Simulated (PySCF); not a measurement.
PySCF 2.14 output of an unrestricted M06 calculation on a single atom or ion in aug-cc-pVDZ (7s6p4d2f, 59 functions), with no relativity, point nucleus:

```
SCF conv_tol = 1e-09
number electrons alpha = 15  beta = 12
    Y. Zhao and D. G. Truhlar.,  Theor. Chem. Acc. 120, 215 (2008)
    Y. Zhao and D. G. Truhlar.,  Theor. Chem. Acc. 120, 215 (2008)
cycle= 1 E= -1507.7037119661  delta_E= -0.00467  |g|= 0.103  |ddm|= 0.271
cycle= 2 E= -1507.70179895865  delta_E= 0.00191  |g|= 0.145  |ddm|= 0.211
cycle= 3 E= -1507.70557871548  delta_E= -0.00378  |g|= 0.00308  |ddm|= 0.115
cycle= 4 E= -1507.70558116248  delta_E= -2.45e-06  |g|= 0.000123  |ddm|= 0.00573
cycle= 5 E= -1507.70558117359  delta_E= -1.11e-08  |g|= 2.43e-05  |ddm|= 0.000258
cycle= 6 E= -1507.70558117377  delta_E= -1.75e-10  |g|= 1.23e-06  |ddm|= 2.62e-05
converged SCF energy = -1507.70558117377  <S^2> = 3.7518791  2S+1 = 4.0009394
```

The run itself started from symmetry-adapted Hartree-Fock orbitals and held the occupation by maximum overlap, on a logarithmic radial grid, so the iterations belong to that start.

Problem. Which element, charge and spin multiplicity is this?

Solution. Ni⁺ (nickel, charge +1), multiplicity 4; the state was [Ar] 3d8 4p1, one real determinant (an excited configuration).

⟨L²⟩ = 14.01 against 20 for a pure G term, so this real determinant mixes terms.
